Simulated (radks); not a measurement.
The numbers below are computed, except where a source is named.
All-electron atom: the rubidium ion Rb12+ in [Ar] 3d7 (the NIST ground configuration).

Code: a radial shooting solver on a logarithmic mesh with Libxc functionals. Model: Dirac Kohn-Sham, LDA (Slater exchange, Perdew-Wang correlation), spin-unpolarised, spherical densities, finite nucleus; open shells fill j = l - 1/2 first; Fermi nuclear charge, rms radius 4.2036 fm.

Energy parts (hartree):
total: -2918.45763
kinetic: 3002.72681
electron-nucleus: -6774.08533
Hartree: 940.29695
exchange-correlation: -87.39606

Orbitals (lengths in bohr, moments of r in powers of bohr; r(max) is where P^2 peaks):
| orbital | occ. | eigenvalue (hartree) | r(max) |
|---|---|---|---|
| 1s1/2 | 2 | -562.7239 | 0.02632 |
| 2s1/2 | 2 | -84.91346 | 0.1498 |
| 2p1/2 | 2 | -78.15131 | 0.1172 |
| 2p3/2 | 4 | -75.91680 | 0.1206 |
| 3s1/2 | 2 | -21.12015 | 0.4434 |
| 3p1/2 | 2 | -18.68989 | 0.4303 |
| 3p3/2 | 4 | -18.31602 | 0.4385 |
| 3d3/2 | 4 | -14.10503 | 0.3717 |
| 3d5/2 | 3 | -14.03593 | 0.3740 |
| 4s1/2 | 0 | -8.58616 | 1.042 |
| 4p1/2 | 0 | -7.75406 | 1.077 |
| 4p3/2 | 0 | -7.66082 | 1.091 |
| 4d3/2 | 0 | -6.30900 | 1.155 |
| 4d5/2 | 0 | -6.29228 | 1.159 |
| 4f5/2 | 0 | -5.00084 | 1.121 |
| 4f7/2 | 0 | -4.99888 | 1.122 |

The highest occupied level is 3d5/2 at -381.94 eV. The electron density at the nucleus is 5.466e+04 e/bohr^3. Summed over all electrons, <r^2> = 4.362 bohr^2, which gives a Langevin (diamagnetic) susceptibility term of -3.46 x 10^-6 cm^3/mol. The density falls to 0.001 e/bohr^3 at r = 1.52 bohr.
